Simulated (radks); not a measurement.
Species: the indium ion In4+. Configuration: [Kr] 4d9. Method: scalar-relativistic Kohn-Sham, LDA (Slater exchange, Perdew-Wang correlation), spin-polarised, spherical densities, finite nucleus; open shells are filled with parallel spins first (spin-orbit coupling, left out, can overturn this in heavy ions); Fermi nuclear charge, rms radius 4.6156 fm; computed with a radial shooting solver on a logarithmic mesh with Libxc functionals.

Normalised radial functions P(r) = r R(r), r in bohr:

```
   r/bohr * 4s up (the largest magnitude, 1.23, reaches the edge; | marks zero)
 0.001717                             | *
 0.002236                             | *
 0.002888                             |  *
 0.003761                             |  *
 0.004897                             |   *
 0.006326                             |    *
 0.008237                             |     *
  0.01064                             |     *
  0.01385                             |     *
  0.01804                             |     *
   0.0233                             |    *
  0.03035                             |  *
   0.0392                            *|
  0.05104                        *    |
  0.06646                    *        |
  0.08585                   *         |
   0.1118                     *       |
   0.1444                            *|
    0.188                             |        *
   0.2448                             |              *
   0.3163                             |            *
   0.4118                             *
    0.532             *               |
   0.6927  *                          |
    0.902   *                         |
    1.165            *                |
    1.517                     *       |
     1.96                           * |
    2.552                             *
    3.323                             *
```

4s up: eigenvalue -168.16 eV, 3 radial nodes at r = 0.0372, 0.149, 0.414 bohr, <r> = 0.843 bohr, 90 % of the charge inside 1.22 bohr.
